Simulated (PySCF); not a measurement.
## Cs: ionisation energy

Cs [Xe] 6s1 [6s1/2^1, M_J = 1/2] → Cs⁺ [Xe], as a difference of total energies. Calculation: PySCF 2.14, in x2c-TZVPall-2c (11s11p9d1f, 96 functions); the two-component X2C-1e Hamiltonian. Correlated levels: [Kr] 4d10 frozen; the 30 highest virtual spinors dropped. "Screened" scales the spin-orbit matrix elements by Boettger's factors to mimic the two-electron term; Breit and QED terms are absent.

| method | ionisation energy (eV) |
| --- | --- |
| GHF (screened spin-orbit) | 3.477 |
| GMP2 (screened spin-orbit) | 3.801 |

Question: How much does correlation contribute at GMP2 (screened spin-orbit)?

Answer: 3.801 − (3.477) = 0.324 eV, measured against GHF (screened spin-orbit).

Errors of the correlated levels include the incompleteness of this basis and the frozen core.

For comparison: 3.894 eV (measured; NIST Atomic Spectra Database, ionization energies).
